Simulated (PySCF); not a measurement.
Geometry:
```tsv
atom	x (Å)	y (Å)	z (Å)
C1	-2.064	1.228	-0.079
N2	-1.114	0.165	0.143
C3	-1.392	-1.035	-0.607
Si4	0.361	0.431	1.003
Si5	1.184	-1.600	1.840
O6	1.591	1.079	0.063
Si7	2.036	1.017	-1.534
H8	-3.092	0.901	0.169
H9	-2.072	1.572	-1.132
H10	-1.830	2.097	0.554
H11	-2.390	-1.442	-0.356
H12	-0.653	-1.821	-0.388
H13	-1.373	-0.862	-1.701
H14	0.081	1.448	2.055
H15	2.327	-1.342	2.770
H16	0.127	-2.360	2.578
H17	1.686	-2.459	0.720
H18	3.412	1.575	-1.664
H19	2.027	-0.394	-2.032
H20	1.098	1.819	-2.377
```

Equivalent nuclei averaged, one computed conformer, no relativistic terms, in vacuum. Shieldings: GIAO B97-2/pcSseg-1; geometry from PBE0-D3(BJ)/def2-SVP; PySCF.

Referencing at the same level of theory: 13C, 1H, 29Si against TMS; NH3 for 15N; 17O against H2O.

| atoms | nucleus | count | δ (ppm) |
| --- | --- | --- | --- |
| H15/H16/H17 | 1H | 3 | 3.31 |
| O6 | 17O | 1 | 57.4 |
| H18/H19/H20 | 1H | 3 | 4.80 |
| C1/C3 | 13C | 2 | ? |
| H14 | 1H | 1 | 4.95 |
| H8/H9/H10/H11/H12/H13 | 1H | 6 | ? |
| N2 | 15N | 1 | ? |
| Si4 | 29Si | 1 | -8.7 |
| Si7 | 29Si | 1 | -42.2 |
| Si5 | 29Si | 1 | -110.2 |

Complete the table.

Answers


- C1/C3: 41.1 ppm, methyl carbon bonded to N; deshielded by the electronegative neighbour
- H8/H9/H10/H11/H12/H13: 2.68 ppm, hydrogen on a methyl carbon bonded to N; its carbon carries N, an electronegative neighbour
- N2: 50.0 ppm, nitrogen bonded to 2 C, Si

Shifts are as computed. Against solution values, carbons near 30 ppm lie about +1 ppm off and those near 130 ppm about +2 ppm. Of 1309 compounds with measured shifts, 239 miss one by over three times the rms of a fit or turn the order of signals round; such compounds aren't used in these exercises. Experimental scales use liquid or dissolved standards, which lie at an offset from isolated NH3 (liquid NH3: subtract about 20 ppm) and H2O (liquid H2O: subtract about 36 ppm).
